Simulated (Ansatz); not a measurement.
Ansatz results at the PBE0-D4/def2-TZVP geometry: HOMO–LUMO gap (PBE0/def2-TZVPP) 8.93 eV; HOMO energy (PBE/def2-TZVPP) -7.22 eV; HOMO energy (B3LYP/def2-TZVPP) -8.38 eV.

Each molecule was computed in one conformer, which needn't be the lowest.

Task: Which molecule gave them?
A. `CCOB(C)Cl`
B. `BF`
C. `CB(C)O[SiH3]`
D. `FB[SeH]`

Result: A. The others give `BF`: 8.16, -7.74, -9.14; `CB(C)O[SiH3]`: 8.35, -6.67, -7.89; `FB[SeH]`: 6.95, -6.67, -7.55.

B3LYP here is the variant with VWN-RPA as its local correlation; programs differ in this.
